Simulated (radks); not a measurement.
The numbers below are computed, except where a source is named.
Mean orbital radii <r> (bohr) of the bromine ion Br17+, [Ar], at several levels of relativity; Dirac values are averaged over j with weights 2j + 1. Spin-unpolarised spherical Kohn-Sham, PBEsol, point nucleus unless stated (finite: rms radius 4.1629 fm), a radial shooting solver on a logarithmic mesh with Libxc functionals. A level marked "c x" has the speed of light scaled by that factor and shares open shells by 2j + 1; other Dirac levels either fill j = l - 1/2 first or share by 2j + 1.

shell  non-rel.  Dirac, 2j+1 shares  Dirac, c x 0.85  Dirac, c x 2  change of magnitude, last against first (%)
1s      0.04372             0.04278          0.04241       0.04349                                        -0.53
2s       0.1925              0.1882           0.1865        0.1914                                        -0.56
2p       0.1661              0.1643           0.1636        0.1656                                        -0.26
3s       0.4986              0.4905           0.4874        0.4966                                        -0.40
3p       0.4869              0.4834           0.4820        0.4861                                        -0.18
